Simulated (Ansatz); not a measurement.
Program: Ansatz.

Input file:

```yaml
crystal:
  periodic: [false, false, false]
  atoms:
    - { symbol: "N", position_ang: [0.538945, 1.15408, -0.950068] }
    - { symbol: C, position_ang: [0.443869, -0.146902, -0.677832] }
    - { symbol: Zn, position_ang: [0.543635, -1.153246, 1.050034] }
    - { symbol: Se, position_ang: [-1.92172, -0.97255, 0.476063] }
    - { symbol: H, position_ang: [0.145721, 1.582914, -1.795431] }
    - { symbol: H, position_ang: [0.853571, 1.818889, -0.239409] }
    - { symbol: H, position_ang: [0.106254, -0.721872, -1.5642] }
    - { symbol: H, position_ang: [1.331173, -1.763284, 2.238403] }
    - { symbol: H, position_ang: [-1.952947, 0.155671, 1.445339] }
magnetization:
  spin_polarized: true
  initial_magnetization: 1
basis:
  gaussian: { orbitals: def2-SVP }
hamiltonian:
  xc: pbe
neb:
  order_check: false
  images: 5
  f_tol: 0.05
  max_iterations: 8
  final_atoms:
    - { symbol: "N", position_ang: [1.85545091, 1.28242225, -1.13020234] }
    - { symbol: C, position_ang: [0.99160971, 0.36000294, -0.87333707] }
    - { symbol: Zn, position_ang: [0.67112847, -0.66732963, 0.79955132] }
    - { symbol: Se, position_ang: [-2.18915165, -1.09132738, 0.33281276] }
    - { symbol: H, position_ang: [-2.29724636, -0.02783838, -0.6997911] }
    - { symbol: H, position_ang: [2.46368962, 1.44929975, -0.30342586] }
    - { symbol: H, position_ang: [0.30986564, 0.14446464, -1.7425228] }
    - { symbol: H, position_ang: [0.77072131, -1.37927384, 2.18793985] }
    - { symbol: H, position_ang: [-2.48756663, -0.11672034, 1.41187422] }
  initial_path:
    images:
      - { positions_ang: [[0.538945, 1.15408, -0.950068], [0.443869, -0.146902, -0.677832], [0.543635, -1.153246, 1.050034], [-1.92172, -0.97255, 0.476063], [0.145721, 1.582914, -1.795431], [0.853571, 1.818889, -0.239409], [0.106254, -0.721872, -1.5642], [1.331173, -1.763284, 2.238403], [-1.952947, 0.155671, 1.445339]] }
      - { positions_ang: [[0.63525912, 1.10445884, -0.83213255], [0.36070374, -0.19069493, -0.61524162], [0.66968818, -1.26813929, 1.00887127], [-1.83291995, -0.70120904, 0.249636], [-0.16265534, 1.34210255, -1.66890638], [0.77509254, 1.73689479, -0.06312334], [0.21528776, -0.76846309, -1.51002892], [1.2356413, -1.54661922, 2.03492566], [-1.80759634, 0.24536939, 1.37889887]] }
      - { positions_ang: [[0.73157323, 1.05483768, -0.71419711], [0.27753847, -0.23448786, -0.55265123], [0.79574136, -1.38303258, 0.96770854], [-1.74411991, -0.42986808, 0.02320901], [-0.47103169, 1.10129109, -1.54238175], [0.69661408, 1.65490058, 0.11316233], [0.32432153, -0.81505418, -1.45585784], [1.14010959, -1.32995444, 1.83144832], [-1.66224567, 0.33506779, 1.31245874]] }
      - { positions_ang: [[0.82788735, 1.00521652, -0.59626166], [0.19437321, -0.27828079, -0.49006085], [0.92179454, -1.49792587, 0.92654581], [-1.65531986, -0.15852712, -0.20321799], [-0.77940803, 0.86047964, -1.41585713], [0.61813562, 1.57290637, 0.28944799], [0.43335529, -0.86164527, -1.40168676], [1.04457789, -1.11328966, 1.62797098], [-1.51689501, 0.42476618, 1.2460186]] }
      - { positions_ang: [[1.17040853, 1.09761843, -0.77424189], [0.46011871, -0.06551955, -0.61781959], [0.83823918, -1.22106046, 0.88421431], [-1.83326379, -0.46946054, -0.02454107], [-1.28535414, 0.56437363, -1.17716845], [1.23332029, 1.53170416, 0.09182338], [0.39219207, -0.5262753, -1.51529877], [0.95329236, -1.20195105, 1.81462727], [-1.84045221, 0.24427067, 1.30130381]] }
      - { positions_ang: [[1.51292972, 1.19002034, -0.95222211], [0.72586421, 0.1472417, -0.74557833], [0.75468383, -0.94419505, 0.84188282], [-2.01120772, -0.78039396, 0.15413585], [-1.79130025, 0.26826763, -0.93847977], [1.84850495, 1.49050195, -0.10580124], [0.35102886, -0.19090533, -1.62891078], [0.86200683, -1.29061244, 2.00128356], [-2.16400942, 0.06377517, 1.35658901]] }
      - { positions_ang: [[1.85545091, 1.28242225, -1.13020234], [0.99160971, 0.36000294, -0.87333707], [0.67112847, -0.66732963, 0.79955132], [-2.18915165, -1.09132738, 0.33281276], [-2.29724636, -0.02783838, -0.6997911], [2.46368962, 1.44929975, -0.30342586], [0.30986564, 0.14446464, -1.7425228], [0.77072131, -1.37927384, 2.18793985], [-2.48756663, -0.11672034, 1.41187422]] }
```

Launched with:

```bash
$ ansatz run input.yaml --threads 2 --pin off --max-ram 3072MiB --backend cpu --events-out ev --progress --plain --runs-dir out
```

Question: What happens when this is run?

Answer: The input was rejected before any iteration.

```
Error: a molecule whose nuclei and cores have a total charge of 82 cannot have a net charge of 0 together with 1 unpaired electrons
```
